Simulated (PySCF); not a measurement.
Compound: H10O2Si5.
SMILES with atom numbers: `[OH:1][Si@@:2]1([SiH3:3])[O:4][SiH2:5][Si@@H:6]1[SiH3:7]`

Definitions: NICS(0) = −σiso at the ring centroid; NICS(1) = −σiso and NICS(1)zz = −σzz at ±1 Å along the ring normal z. Level: GIAO PBE0/pcSseg-1 (PySCF, non-relativistic, gas phase) on the GFN2-xTB geometry, one conformer.

Ring bond lengths (Å), with Mayer bond orders in brackets: Si2–O4 1.679 (0.88), O4–Si5 1.650 (0.93), Si5–Si6 2.352 (0.86), Si6–Si2 2.386 (0.77).

Q: Give the NICS values of each ring in ppm.

A: 
```tsv
ring	type	NICS(0)	NICS(1), two faces	NICS(1)zz, two faces	rms pucker (Å)	centre to ring atoms, mean (Å)
Si2–O4–Si5–Si6	4-membered ring with O and 3 Si; formal bonds all single	-0.5	-0.6 / -1.2	5.5 / 4.4	0.01	1.41
```

Q: What can be read from them?

A: 
- Si2–O4–Si5–Si6: mean NICS(1)zz 5.0 ppm, deshielded. Si2, Si5, Si6 have four or more neighbours, so the value isn't read as a sign of a π ring current.

Q: At the first NICS(1) probe listed for ring Si2–O4–Si5–Si6, 1 Å off the ring, how large is the induced field along the normal in 7.05 T applied along it?

A: NICSzz × B0 = 5.5 ppm × 7.05 T = 39 μT, along the applied field.

Conformer computed: `[OH:1][Si@@:2]1([SiH3:3])[O:4][SiH2:5][Si@@H:6]1[SiH3:7]`: H–O1–Si2–Si3 -149°.
